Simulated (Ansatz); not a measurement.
Geometry optimisation, Ansatz, RKS PBE/def2-SVP.

Input:

```yaml
crystal:
  periodic: [false, false, false]
  atoms:
    - { symbol: Ge, position_ang: [-0.480284, 0.123979, -0.413009] }
    - { symbol: Ge, position_ang: [-0.204688, -0.134557, 3.182565] }
    - { symbol: H, position_ang: [-0.728842, -0.294962, 4.640782] }
    - { symbol: H, position_ang: [1.006724, -1.088364, 2.991716] }
    - { symbol: H, position_ang: [0.255717, 1.333232, 2.985478] }
    - { symbol: H, position_ang: [0.632398, 0.056161, 0.674825] }
    - { symbol: H, position_ang: [-0.298134, 1.439795, -1.211881] }
    - { symbol: H, position_ang: [-0.351469, -1.116945, -1.333215] }
    - { symbol: "N", position_ang: [-2.275926, 0.109257, 0.178942] }
    - { symbol: H, position_ang: [-2.560515, -0.801419, 0.557093] }
    - { symbol: H, position_ang: [-2.489621, 0.818567, 0.889895] }
    - { symbol: H, position_ang: [-1.330862, -0.444744, 2.165109] }
basis:
  gaussian: { orbitals: def2-SVP }
hamiltonian:
  xc: pbe
relax:
  f_tol: 0.03
  max_steps: 50
```

Launched with:

```bash
$ ansatz run input.yaml --threads 4 --pin off --max-ram 5120MiB --backend cpu --events-out ev --progress --plain --runs-dir out
```

Q: Where does it end, and by what steps?

A: The forces met the threshold. The force dipped under the threshold on the way, but the program's further checks kept it going. After 13 steps the energy has fallen by 0.248 eV; H5 moved furthest, 0.84 Å.

```csv
step,energy less start (eV),largest force component (eV/Å),accepted
0,0.0000,0.587,yes
1,-0.1588,0.266,yes
2,-0.2133,0.150,yes
3,-0.2288,0.268,yes
4,-0.2352,0.218,yes
5,-0.2446,0.086,yes
6,-0.2457,0.015,yes
7,-0.2452,0.157,no
8,-0.2468,0.036,yes
9,-0.2468,0.087,no
10,-0.2475,0.024,yes
11,-0.2479,0.013,yes
12,-0.2481,0.032,yes
13,-0.2483,0.028,yes
```

```xyz
12
Properties=species:S:1:pos:R:3
Ge -0.607 0.151 -0.862
Ge -0.102 -0.115 3.733
H -0.779 -0.330 5.110
H 0.906 -1.260 3.468
H 0.639 1.246 3.726
H 0.583 0.123 0.155
H -0.587 1.508 -1.611
H -0.442 -1.029 -1.852
N -2.305 -0.016 -0.117
H -2.425 -0.900 0.395
H -2.522 0.741 0.543
H -1.184 -0.118 2.620
```

Whether the end is a true minimum wasn't checked by a vibrational analysis.

Time of the run: 16 s on 4 threads of Arm Neoverse V2, with other jobs on the host, peak memory 0.18 GiB.
